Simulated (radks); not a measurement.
Fe XX, configuration [He] 2s2 2p3 (the NIST ground configuration). Calculated with a radial shooting solver on a logarithmic mesh with Libxc functionals: scalar-relativistic Kohn-Sham, PBEsol, spin-polarised, spherical densities, finite nucleus; open shells are filled with parallel spins first; Fermi nuclear charge, rms radius 3.7377 fm. Some entries of the table are withheld. Estimate them.

orbital,occ.,eigenvalue (eV),<1/r> (bohr^-1)
1s up,1,-7952.291,26.00
1s down,1,-7936.157,26.04
2s up,1,-1624.664,5.941
2s down,1,-1596.683,5.882
2p up,3,(1),(2)
2p down,0,(3),(4)

Answer. 
(1) 2p up eigenvalue (eV): -1533.240
(2) 2p up <1/r> (bohr^-1): 5.827
(3) 2p down eigenvalue (eV): -1499.426
(4) 2p down <1/r> (bohr^-1): 5.782
